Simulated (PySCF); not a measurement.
# Peak assignment

Bonds (- single, = double, # triple, : aromatic): C1-N2, N2-C3, C3-C4, C4-N5, N5-C6, N5-P7, P7-Si8, P7-N2. C1 carries H9, H10, H11; C3 carries H12, H13; C4 carries H14, H15; C6 carries H16, H17, H18; Si8 carries H19, H20, H21.

PySCF calculation with NMR shieldings at PBE0/pcSseg-1/GIAO and structure optimised with GFN2-xTB; isolated molecule, single conformer, relativity neglected, rapidly exchanging positions averaged.

Shifts are taken against calculated references (same method and geometry level): $^{13}$C and $^{1}$H against TMS.

Q: Assign these signals to the numbered atoms. $^{13}$C{$^{1}$H} NMR (computed): δ 60.6, 39.5.

A: 
```tsv
δ (ppm)	atoms	environment	reason
60.6	C3/C4	sp3 CH2 bonded to N	deshielded by the electronegative neighbour
39.5	C1/C6	methyl carbon bonded to N	the inductive effect lowers its shielding
```

Q: Assign these signals to the numbered atoms. $^{1}$H NMR (400 MHz, computed): δ 3.62 (m, 3H), 3.03 (m, 4H), 2.56 (m, 6H).

A: 
```tsv
δ (ppm)	atoms	environment	reason
3.62	H19/H20/H21	hydrogen on a silicon bonded to P	–
3.03	H12/H13/H14/H15	hydrogen on an sp3 CH2 bonded to N	its carbon carries N, which withdraws density
2.56	H9/H10/H11/H16/H17/H18	hydrogen on a methyl carbon bonded to N	its carbon carries N, hence the downfield position
```

Splittings by $^{31}$P in the carbon and heteronuclear signals aren't shown, as no couplings were computed. Shifts are as computed. Against solution values, carbons near 30 ppm lie about +3 ppm off and those near 130 ppm about +5 ppm. Of 1211 compounds with measured shifts, 218 miss one by over three times the rms of a fit or turn the order of signals round; such compounds aren't used in these exercises. Multiplicities follow the n + 1 count of equivalent neighbours, as no J values were calculated; m marks all less simple cases, F and P coupling included.
